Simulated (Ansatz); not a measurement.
Born–Oppenheimer molecular dynamics of CH4BClOS (9 atoms, charge 0, multiplicity 1). It starts at the highest image of a converged band. Of that band: Neighbouring images differ by up to 2.3 eV, so the band resolves the path poorly. A vibrational analysis at the climbing image gives one clearly imaginary mode, 915i cm⁻¹: a first-order saddle point.

Theory: UKS BLYP/def2-SVP (Ansatz).

```yaml
ensemble: NVE (velocity Verlet)
time_step: 0.5 fs
steps_asked: 200
starting_velocities_drawn_for: 100 K
seed: 7905
```

Frames 0.5 fs apart, positions in Å, forces in eV/Å.

Velocities at 60.0 fs (Å/ps):

```
O 1.64 -2.04 1.07
C -0.86 3.50 0.86
Cl 1.66 -0.73 -0.68
B -0.33 1.04 0.35
S -1.78 -0.46 -0.15
H 6.73 11.48 -3.51
H -8.44 0.11 1.52
H -1.69 4.18 4.45
H -10.73 3.99 -4.99
```

```xyz
9
Properties=species:S:1:pos:R:3:forces:R:3 time_fs=60.0 energy_less_start_eV=0.038 T=58
O 1.541 -0.423 -1.364 -0.15 -1.07 0.94
C 0.316 0.342 0.286 -0.95 0.05 -0.63
Cl 1.272 0.080 1.665 0.25 -0.14 0.07
B -1.021 -0.167 -0.171 0.41 0.19 0.28
S -2.547 0.176 0.816 0.16 -0.08 -0.11
H 2.446 -0.562 -1.016 0.00 0.24 -0.22
H 1.591 0.134 -2.148 0.16 0.69 -0.40
H -1.257 -0.596 -1.273 0.11 0.03 -0.13
H -1.937 0.436 2.002 0.00 0.10 0.20
9
Properties=species:S:1:pos:R:3:forces:R:3 time_fs=60.5 energy_less_start_eV=0.035 T=62
O 1.542 -0.424 -1.364 -0.12 -1.03 0.90
C 0.315 0.343 0.286 -0.93 0.04 -0.62
Cl 1.272 0.080 1.665 0.24 -0.14 0.06
B -1.021 -0.166 -0.171 0.41 0.21 0.33
S -2.547 0.175 0.816 0.12 -0.10 -0.19
H 2.450 -0.556 -1.018 -0.02 0.25 -0.22
H 1.587 0.135 -2.147 0.15 0.66 -0.35
H -1.258 -0.593 -1.271 0.11 0.01 -0.18
H -1.942 0.438 1.999 0.05 0.11 0.28
9
Properties=species:S:1:pos:R:3:forces:R:3 time_fs=61.0 energy_less_start_eV=0.030 T=67
O 1.543 -0.425 -1.363 -0.10 -0.93 0.76
C 0.314 0.345 0.287 -0.90 0.03 -0.61
Cl 1.273 0.079 1.665 0.23 -0.14 0.05
B -1.021 -0.166 -0.171 0.40 0.23 0.38
S -2.548 0.175 0.816 0.09 -0.11 -0.26
H 2.453 -0.549 -1.021 -0.03 0.24 -0.22
H 1.583 0.137 -2.148 0.13 0.56 -0.23
H -1.259 -0.591 -1.269 0.10 -0.01 -0.21
H -1.947 0.441 1.998 0.08 0.13 0.33
9
Properties=species:S:1:pos:R:3:forces:R:3 time_fs=61.5 energy_less_start_eV=0.024 T=74
O 1.544 -0.426 -1.362 -0.09 -0.79 0.56
C 0.313 0.347 0.287 -0.86 0.02 -0.59
Cl 1.274 0.079 1.664 0.21 -0.13 0.04
B -1.021 -0.165 -0.171 0.39 0.24 0.40
S -2.549 0.175 0.816 0.06 -0.12 -0.30
H 2.456 -0.542 -1.024 -0.02 0.24 -0.20
H 1.579 0.141 -2.149 0.11 0.43 -0.05
H -1.259 -0.589 -1.268 0.10 -0.02 -0.24
H -1.952 0.443 1.997 0.11 0.13 0.37
9
Properties=species:S:1:pos:R:3:forces:R:3 time_fs=62.0 energy_less_start_eV=0.017 T=81
O 1.544 -0.428 -1.361 -0.09 -0.62 0.33
C 0.312 0.349 0.287 -0.81 0.02 -0.56
Cl 1.275 0.078 1.664 0.19 -0.12 0.02
B -1.021 -0.164 -0.170 0.36 0.24 0.42
S -2.550 0.175 0.815 0.05 -0.13 -0.33
H 2.459 -0.534 -1.028 -0.01 0.23 -0.17
H 1.576 0.146 -2.150 0.09 0.28 0.15
H -1.259 -0.587 -1.268 0.10 -0.03 -0.25
H -1.957 0.446 1.997 0.12 0.14 0.39
9
Properties=species:S:1:pos:R:3:forces:R:3 time_fs=62.5 energy_less_start_eV=0.011 T=88
O 1.545 -0.429 -1.360 -0.10 -0.45 0.09
C 0.311 0.350 0.287 -0.75 0.01 -0.52
Cl 1.276 0.078 1.664 0.17 -0.12 0.00
B -1.020 -0.164 -0.170 0.33 0.24 0.41
S -2.551 0.174 0.815 0.05 -0.13 -0.33
H 2.463 -0.526 -1.031 0.01 0.22 -0.14
H 1.573 0.151 -2.151 0.06 0.12 0.35
H -1.258 -0.585 -1.268 0.10 -0.03 -0.25
H -1.962 0.450 1.998 0.13 0.13 0.38
9
Properties=species:S:1:pos:R:3:forces:R:3 time_fs=63.0 energy_less_start_eV=0.005 T=94
O 1.546 -0.431 -1.359 -0.10 -0.29 -0.12
C 0.310 0.352 0.286 -0.68 0.01 -0.48
Cl 1.277 0.078 1.663 0.15 -0.11 -0.02
B -1.020 -0.163 -0.169 0.28 0.23 0.39
S -2.552 0.174 0.815 0.06 -0.12 -0.31
H 2.466 -0.517 -1.036 0.03 0.20 -0.11
H 1.571 0.157 -2.151 0.03 -0.02 0.53
H -1.258 -0.583 -1.268 0.10 -0.03 -0.23
H -1.966 0.453 2.000 0.12 0.13 0.35
9
Properties=species:S:1:pos:R:3:forces:R:3 time_fs=63.5 energy_less_start_eV=-0.001 T=101
O 1.547 -0.433 -1.358 -0.09 -0.15 -0.29
C 0.308 0.354 0.286 -0.60 0.01 -0.43
Cl 1.278 0.077 1.663 0.12 -0.10 -0.05
B -1.020 -0.162 -0.168 0.23 0.21 0.36
S -2.553 0.174 0.815 0.09 -0.11 -0.27
H 2.469 -0.508 -1.040 0.05 0.19 -0.07
H 1.568 0.163 -2.150 0.00 -0.13 0.66
H -1.257 -0.581 -1.269 0.10 -0.02 -0.20
H -1.970 0.457 2.003 0.10 0.11 0.30
9
Properties=species:S:1:pos:R:3:forces:R:3 time_fs=64.0 energy_less_start_eV=-0.007 T=108
O 1.547 -0.435 -1.357 -0.07 -0.05 -0.41
C 0.307 0.356 0.286 -0.52 0.01 -0.38
Cl 1.279 0.077 1.663 0.09 -0.09 -0.08
B -1.019 -0.161 -0.167 0.18 0.19 0.31
S -2.554 0.174 0.815 0.11 -0.10 -0.21
H 2.473 -0.498 -1.045 0.05 0.17 -0.04
H 1.565 0.168 -2.147 -0.03 -0.21 0.74
H -1.256 -0.579 -1.271 0.10 -0.01 -0.16
H -1.974 0.462 2.006 0.08 0.09 0.23
9
Properties=species:S:1:pos:R:3:forces:R:3 time_fs=64.5 energy_less_start_eV=-0.014 T=115
O 1.548 -0.436 -1.356 -0.04 0.01 -0.47
C 0.305 0.357 0.285 -0.43 0.01 -0.33
Cl 1.280 0.076 1.662 0.06 -0.08 -0.11
B -1.019 -0.160 -0.167 0.11 0.16 0.25
S -2.554 0.173 0.814 0.15 -0.08 -0.15
H 2.476 -0.488 -1.050 0.04 0.15 0.00
H 1.563 0.173 -2.143 -0.06 -0.24 0.76
H -1.255 -0.578 -1.273 0.11 0.00 -0.11
H -1.977 0.466 2.010 0.05 0.07 0.15
9
Properties=species:S:1:pos:R:3:forces:R:3 time_fs=65.0 energy_less_start_eV=-0.021 T=123
O 1.549 -0.438 -1.355 0.01 0.03 -0.46
C 0.303 0.359 0.285 -0.33 0.01 -0.27
Cl 1.281 0.076 1.662 0.03 -0.06 -0.14
B -1.018 -0.159 -0.166 0.04 0.13 0.19
S -2.555 0.173 0.814 0.19 -0.06 -0.07
H 2.480 -0.478 -1.055 0.02 0.12 0.03
H 1.560 0.178 -2.136 -0.09 -0.23 0.71
H -1.254 -0.576 -1.275 0.11 0.01 -0.06
H -1.980 0.471 2.015 0.01 0.05 0.06
9
Properties=species:S:1:pos:R:3:forces:R:3 time_fs=65.5 energy_less_start_eV=-0.028 T=131
O 1.549 -0.440 -1.355 0.08 0.00 -0.39
C 0.301 0.361 0.284 -0.23 0.01 -0.20
Cl 1.282 0.075 1.662 0.00 -0.05 -0.17
B -1.018 -0.158 -0.165 -0.03 0.10 0.12
S -2.556 0.173 0.814 0.23 -0.04 0.01
H 2.483 -0.467 -1.060 -0.01 0.10 0.06
H 1.557 0.181 -2.128 -0.13 -0.17 0.61
H -1.252 -0.574 -1.278 0.12 0.03 0.00
H -1.984 0.475 2.019 -0.02 0.02 -0.03
```

Of the whole run (100 fs, mean temperature of the second half 117 K): The conserved energy stayed within 0.023 meV per atom of its start (net change 0.0088 meV per atom), so the integration is sound. A run of 0.1 ps of so small a system gives no equilibrium averages. The orbitals stay closed-shell, which can raise the energy where a bond breaks towards radicals; this wasn't checked here.

Run time: 8.6 min on 2 threads of Arm Neoverse V2, on a shared host, peak memory 0.17 GiB.
